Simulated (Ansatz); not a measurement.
# Redistribution: C2F4 + CHCl2I → C2F3I + CHCl2F

Species: C2F4 (tetrafluoroethylene) `FC(F)=C(F)F`, singlet; CHCl2I `ClC(Cl)I`, singlet; C2F3I (trifluoroiodoethylene) `FC(F)=C(F)I`, singlet; CHCl2F `FC(Cl)Cl`, singlet. The partners trade F for I; both sit on C, so the bond types are kept.

Shapes, held fixed at every level: PBE0-D4/def2-TZVP. Programs: Ansatz 0.2.0. The zero-point and thermal change to 298 K, harmonic and unscaled (PBE0-D4/def2-TZVP), is +0.3 kJ/mol.

```csv
level,kind,ΔH(298 K) (kJ/mol),less CCSD(T)/def2-TZVPP
HF/def2-TZVPP,Hartree–Fock,-21.8,-0.7
wB97M-V/def2-TZVPP,range-separated hybrid,-23.3,-2.2
B2PLYP/def2-TZVPP,double hybrid,-21.8,-0.7
MP2/def2-TZVPP,perturbation theory,-18.3,+2.8
CCSD(T)/def2-SVP,coupled cluster or CI,-19.2,+1.9
CCSD/def2-TZVPP,coupled cluster or CI,-20.9,+0.2
CCSD(T)/def2-TZVPP,coupled cluster or CI,-21.1,0.0
```

The highest level, CCSD(T)/def2-TZVPP, gives ΔH(298 K) = -21.1 kJ/mol; the levels span -23.3 to -18.3. The column of differences is taken from that level and isn't an error. No measured value is set beside it here. For atoms past krypton def2 sets carry core potentials with scalar relativity. Outer-core shells of I are correlated in most correlated rows, in sets that cover them unevenly.
